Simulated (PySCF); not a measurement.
A structure optimised at B3LYP-D3(BJ)/def2-SVP, used in a PySCF frequency run:

```
Si
F 1 1.6232
O 1 1.6404 2 110.99
H 3 0.9662 1 115.90 2 -91.91
O 1 1.6493 2 108.90 3 -116.89
H 5 0.9645 1 117.80 2 -68.50
Se 1 2.2722 2 106.00 5 -123.61
H 7 1.4747 1 91.11 2 5.01
```

Problem. Write its SMILES and formula.

Solution. O[Si](O)(F)[SeH], FH₃O₂SeSi

Problem. What are its rotational constants (standard atomic weights)?

Solution. 3.8775, 1.4416, 1.4119 GHz
